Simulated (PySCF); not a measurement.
Members of one series of related molecules.

All values: CAM-B3LYP/def2-SVPD (PySCF) at GFN2-xTB geometries, gas phase, one conformer each. Core orbitals are frozen in the response; Δα² is half the sum of the squared differences of the principal polarisabilities.

**Question.** Rank by polarisability anisotropy Δα, highest first.
A. `[F:1][CH2:2][SiH2:3][SiH3:4]` with F1–C2–Si3–Si4 -55°
B. `[CH3:1][O:2][CH2:3][SiH2:4][SiH3:5]` with C1–O2–C3–Si4 -179°, O2–C3–Si4–Si5 41°
C. `[SiH3:1][SiH2:2][n:3]1[cH:4][cH:5][cH:6][cH:7]1` with Si1–Si2–N3–C4 -110°
D. `CC#C[SiH2][SiH3]`
E. `[CH3:1][CH:2]([CH3:3])[SiH2:4][SiH3:5]` with C1–C2–Si4–Si5 179°
F. `[SiH3:1][SiH2:2][CH:3]1[CH2:4][CH2:5][CH2:6]1` with Si1–Si2–C3–C4 -164°, Si2–C3–C4–C5 104°, C3–C4–C5–C6 13°, C4–C5–C6–C3 -13°, Si2–C3–C6–C5 -105°

**Answer.** D (6.88 Å³), C (5.33 Å³), F (4.38 Å³), E (4.12 Å³), B (2.89 Å³), A (2.61 Å³).

**Question.** Rank by mean static polarisability, highest first.
A. `CC#C[SiH2][SiH3]`
B. `c1ccn(c1)[SiH2][SiH3]`
C. `[SiH3][SiH2]C1CCC1`
D. `COC[SiH2][SiH3]`
E. `[SiH3][SiH2]N([SiH3])[SiH3]`
F. `FC[SiH2][SiH3]`

**Answer.** E (16.80 Å³), B (15.74 Å³), C (15.00 Å³), A (13.93 Å³), D (13.02 Å³), F (10.57 Å³).

All values together:

```
                     SMILES    formula  μ (D)  HOMO (eV)  LUMO (eV)  α (Å³)  Δα (Å³)  electrons  α per electron (Å³)
          CC(C)[SiH2][SiH3]   C3H12Si2   0.76      -9.25       1.04   14.06     4.12         58                0.242
            COC[SiH2][SiH3]  C2H10OSi2   1.66      -9.15       1.03   13.02     2.89         58                0.225
           CC#C[SiH2][SiH3]    C3H8Si2   1.30      -8.80       0.99   13.93     6.88         54                0.258
        [SiH3][SiH2]n1cccc1   C4H9NSi2   1.51      -7.50       0.61   15.74     5.33         68                0.231
        [SiH3]N[SiH2][SiH3]     H9NSi3   0.85      -8.68       0.43   13.32     2.79         58                0.230
[SiH3][SiH2]N([SiH3])[SiH3]    H11NSi4   0.17      -8.60       0.43   16.80     2.67         74                0.227
         [SiH3][SiH2]C1CCC1   C4H12Si2   0.85      -9.10       0.84   15.00     4.38         64                0.234
             FC[SiH2][SiH3]    CH7FSi2   1.58      -9.79       0.77   10.57     2.61         50                0.211
```

Conformers: `[CH3:1][CH:2]([CH3:3])[SiH2:4][SiH3:5]` with C1–C2–Si4–Si5 179°; `[CH3:1][O:2][CH2:3][SiH2:4][SiH3:5]` with C1–O2–C3–Si4 -179°, O2–C3–Si4–Si5 41°; `[SiH3:1][SiH2:2][n:3]1[cH:4][cH:5][cH:6][cH:7]1` with Si1–Si2–N3–C4 -110°; `[SiH3:1][NH:2][SiH2:3][SiH3:4]` with Si1–N2–Si3–Si4 48°; `[SiH3:1][SiH2:2][N:3]([SiH3:4])[SiH3:5]` with Si1–Si2–N3–Si4 -82°; `[SiH3:1][SiH2:2][CH:3]1[CH2:4][CH2:5][CH2:6]1` with Si1–Si2–C3–C4 -164°, Si2–C3–C4–C5 104°, C3–C4–C5–C6 13°, C4–C5–C6–C3 -13°, Si2–C3–C6–C5 -105°; `[F:1][CH2:2][SiH2:3][SiH3:4]` with F1–C2–Si3–Si4 -55°.

**Question.** How closely does the mean polarisability follow the number of electrons in this set?

**Answer.** The correlation coefficient is 0.92; α per electron runs from 0.211 to 0.258 Å³.
